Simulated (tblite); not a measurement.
Species: C4H11N3OSi.
Cartesian coordinates in Å at the GFN2-xTB level; atoms count from 1:
```xyz
20
C4H11N3OSi angstrom
N      2.462    0.459    1.157
C      1.818   -0.224    0.169
O      2.139   -1.360   -0.125
C      0.694    0.518   -0.461
C      0.250   -0.031   -1.827
C     -1.228   -0.386   -1.552
Si    -0.992    0.005    0.309
N     -1.861    1.272    1.092
N     -0.785   -1.217    1.502
H      3.117   -0.047    1.730
H      2.073    1.307    1.526
H      0.900    1.586   -0.466
H      0.374    0.692   -2.632
H      0.833   -0.921   -2.062
H     -1.912    0.269   -2.090
H     -1.479   -1.407   -1.832
H     -2.535    1.019    1.793
H     -2.205    2.038    0.538
H     -0.078   -1.910    1.309
H     -1.591   -1.650    1.921
```

Calculated harmonic vibrations of the isolated species, GFN2-xTB (tblite), most abundant isotopes, no scaling. This tight-binding method is rough: wavenumbers can miss measured ones by several per cent, in bad cases by 10 to 20. One conformer, not necessarily the lowest.

Harmonic wavenumbers (cm⁻¹): 33.3, 56.0, 96.6, 103.9, 169.4, 184.6, 207.3, 249.1, 250.9, 257.0, 355.4, 383.7, 482.9, 492.8, 513.4, 562.1, 594.4, 633.1, 680.1, 719.6, 729.9, 785.5, 814.9, 852.8, 915.1, 935.3, 954.9, 1008.4, 1031.7, 1057.1, 1080.0, 1124.0, 1188.0, 1216.3, 1225.4, 1286.2, 1328.1, 1461.9, 1467.4, 1487.2, 1503.2, 1514.2, 1726.6, 2981.6, 2989.7, 3002.5, 3005.4, 3012.6, 3467.8, 3468.6, 3491.5, 3507.8, 3532.1, 3544.6.

A = 1901, B = 1154, C = 967.2 MHz; mass 145.067 u (most abundant isotopes); point group C1, symmetry number 1.

Problem. What is the zero-point energy?

Solution. Half the sum of the wavenumbers: 34862 cm⁻¹ = 417.04 kJ/mol.

Problem. Entropy at 200 K, 1 bar (ideal gas, RRHO, classical rotation)?

Solution. Translation 162.63, rotation 118.06, vibration 102.85: S = 383.5 J/(mol K).

Problem. And Cp and H(200 K) − H(0)?

Solution. Cp = 141.28 J/(mol K), of which vibrations give 108.03 (their classical limit is 54 R = 449.0); H(200 K) − H(0) = 17.68 kJ/mol without the zero-point energy, 11.03 from vibrations.

Problem. What must be added to the electronic energy to get the Gibbs energy at 200 K and 1 bar?

Solution. ZPE + [H(200 K) − H(0)] − T·S = 417.04 + 17.68 − 76.71 = 358.01 kJ/mol.

Problem. Blend soft modes into free rotors: weight 1/[1 + (100 cm⁻¹/ν̃)⁴] for the oscillator and the rest for a rotor with moment μB/(μ + B), μ = h/(8π²ν), B = 10⁻⁴⁴ kg m². What vibrational entropy results?

Solution. 94.13 J/(mol K) in place of 102.85, which changes −T·S at 200 K by +1.74 kJ/mol.

Problem. How do the functions run with temperature in this model?

Solution. 
```tsv
T (K)	S (J/(mol K))	Cp (J/(mol K))	H − H(0) (kJ/mol)	G − H(0) (kJ/mol)	ln q(vib)
100	305.0	90.5	6.06	-24.44	2.41
300	450.1	189.9	34.27	-100.77	9.02
500	566.6	267.3	80.52	-202.77	15.35
800	708.6	335.8	172.00	-394.91	24.07
1000	786.9	365.4	242.26	-544.65	29.31
```

q(vib) and H(0) count from the zero-point level.

Hindered rotation and anharmonicity are outside this model. Other conformers, if any are populated, would add a mixing term that is left out. The structure is chiral; the term R ln 2 for an equal mix with its mirror image is left out.
